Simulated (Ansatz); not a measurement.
## Worked example: C2H4Cl2 + C2H3IO → C2H4ClI + C2H3ClO

Species: C2H4Cl2 (1,1-dichloroethane) `CC(Cl)Cl`, singlet; C2H3IO (acetyl iodide) `CC(=O)I`, singlet; C2H4ClI `CC(Cl)I`, singlet; C2H3ClO (acetyl chloride) `CC(=O)Cl`, singlet. The partners trade Cl for I; both sit on C, so the bond types are kept.

Shapes, held fixed at every level: PBE0-D4/def2-TZVP. Programs: Ansatz 0.2.0. The zero-point and thermal change to 298 K, harmonic and unscaled (PBE0-D4/def2-TZVP), is -0.2 kJ/mol.

At CCSD(T)/def2-TZVPP; 1 Eh = 2625.50 kJ/mol:

| species | energy (Eh) |
| --- | --- |
| C2H4Cl2 | -997.929613 |
| C2H3IO | -450.145501 |
| C2H4ClI | -835.340602 |
| C2H3ClO | -612.737375 |

Q: Work out ΔH(298 K) of the reaction at this level.

A: 
1. Products less reactants: (-835.340602) + (-612.737375) − [(-997.929613) + (-450.145501)] = -0.002863 Eh = -7.5 kJ/mol.
2. With the thermal change: -7.5 + (-0.2) = -7.7 kJ/mol.

Other levels give -10.7 (HF/def2-SVP) to -3.6 kJ/mol (B3LYP-D4/def2-TZVPP). No measured value is set beside it here. For atoms past krypton def2 sets carry core potentials with scalar relativity. Outer-core shells of I are correlated in most correlated rows, in sets that cover them unevenly.
